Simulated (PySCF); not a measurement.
C4H7O2, doublet, at a GFN2-xTB geometry. Base run: HF/6-31G in PySCF.

Geometry (Å):
```xyz
13

C      0.5990     1.2489     0.1596
C      1.4057     0.0419    -0.1856
O      0.6400    -1.0196    -0.7161
C     -0.5232    -1.2320     0.0472
C     -1.3918     0.0265     0.0348
O     -0.6975     1.1241     0.5883
H      1.0896     2.0943     0.6091
H      1.9500    -0.3254     0.7144
H      2.1560     0.2881    -0.9431
H     -1.0500    -2.0685    -0.4134
H     -0.2593    -1.4883     1.0850
H     -1.6727     0.2558    -1.0026
H     -2.2922    -0.1032     0.6382
```
Charge 0, spin multiplicity 2.
Orbitals are unrestricted.
All else is at PySCF's defaults.
Base energy -305.05257 Eh.

Each row names what was changed in the base input (with any setting that the change needs).

```tsv
change	ΔE vs base (mEh)	SCF cycles	<S^2>
base	0.000	13	0.762
solver = newton; init_guess = 1e	0.000	-	0.762
conv_tol = 1e-12	0.000	17	0.762
diis_space = 12	0.000	13	0.762
solver = newton	0.000	-	0.762
level_shift = 1.0 (with mf.max_cycle = 100)	0.000	23	0.762
init_guess = 1e	0.000	19	0.762
conv_tol = 1e-6	0.000	9	0.761
conv_tol = 1e-7	0.000	11	0.762
level_shift = 0.1 (with mf.max_cycle = 100)	0.000	14	0.762
diis = off (with mf.max_cycle = 100)	0.000	26	0.762
diis = off; damp = 0.6 (with mf.diis_start_cycle = 200; with mf.max_cycle = 150)	0.000	54	0.762
level_shift = 0.3 (with mf.max_cycle = 100)	0.000	15	0.762
```

Open shells are given as the SCF converged; they aren't shown to be the lowest states, and a large step between rows can be another state.
